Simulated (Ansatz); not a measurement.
Program: Ansatz. Geometries: PBE0-D4/def2-TZVP. ΔE: electronic, gas phase. CBS: MP2 limit from def2 TZ/QZ plus the TZ coupled-cluster correction, frozen cores. This one scheme is used for every species. Functionals use def2-TZVPP. B3LYP here is the variant with VWN-RPA as its local correlation; programs differ in this. HSE06 is defined as in plane-wave codes. Triplets are unrestricted, without spin–orbit coupling. For As outer-core shells are correlated without core-valence functions, which leaves a few kJ/mol of doubt a bond. Scalar relativity is left out up to krypton. One conformer a species, not always the lowest.

Consider the formal loss of a carbene: `N[AsH]CO` → `[CH2]` (triplet) + `N[AsH]O`.

| level | ΔE (eV) | difference from CCSD(T)/CBS |
| --- | --- | --- |
| LDA (SPW92) | 4.38 | 0.79 |
| PBE-D4 | 3.69 | 0.10 |
| revPBE-D4 | 3.56 | -0.03 |
| BLYP-D4 | 3.51 | -0.08 |
| B97M-V | 3.52 | -0.07 |
| PBE0-D4 | 3.60 | 0.01 |
| B3LYP-D4 | 3.52 | -0.07 |
| r2SCANh-D4 | 3.34 | -0.25 |
| r2SCAN0-D4 | 3.33 | -0.26 |
| HSE06-D4 | 3.61 | 0.02 |
| BHLYP-D4 | 3.39 | -0.20 |
| CAM-B3LYP-D4 | 3.54 | -0.05 |
| ωB97X-V | 3.70 | 0.11 |
| B2PLYP | 3.46 | -0.13 |
| PBE-QIDH | 3.55 | -0.04 |
| PBE | 3.62 | 0.03 |
| revPBE | 3.36 | -0.23 |
| BLYP | 3.36 | -0.23 |
| r2SCAN | 3.33 | -0.26 |
| PBE0 | 3.55 | -0.04 |
| B3LYP | 3.41 | -0.18 |
| r2SCAN0 | 3.30 | -0.29 |
| HSE06 | 3.55 | -0.04 |
| BHLYP | 3.31 | -0.28 |
| CAM-B3LYP | 3.48 | -0.11 |
| LC-ωPBE | 3.46 | -0.13 |
| RPA@PBE/def2-TZVPP | 3.45 | -0.14 |
| MP2/def2-SVP | 3.50 | -0.09 |
| CCSD/def2-SVP | 3.38 | -0.21 |
| CCSD(T)/def2-SVP | 3.47 | -0.12 |
| HF/def2-TZVPP | 2.07 | -1.52 |
| MP2/def2-TZVPP | 3.57 | -0.02 |
| SCS-MP2/def2-TZVPP | 3.58 | -0.01 |
| CCSD/def2-TZVPP | 3.38 | -0.21 |
| CCSD(T)/def2-TZVPP | 3.49 | -0.10 |
| HF/def2-QZVPP | 2.05 | -1.54 |
| SCS-MP2/def2-QZVPP | 3.64 | 0.05 |
| HF/CBS(def2) | 2.05 | -1.54 |
| MP2/CBS(def2) | 3.66 | 0.07 |
| CCSD/CBS(def2) | 3.47 | -0.12 |
| CCSD(T)/CBS | 3.59 | 0 |

Largest T1 diagnostic among the species: 0.012.

From BLYP to BHLYP (50 % exact exchange), in def2-TZVPP and without D4, ΔE moves by −0.05 eV. At CCSD(T), def2-SVP lies −0.12 eV from the extrapolated value and def2-TZVPP −0.09 eV.

CCSD(T)/CBS has its own doubt, a few kJ/mol and more with outer-core shells, so smaller differences from it don't rank the levels.
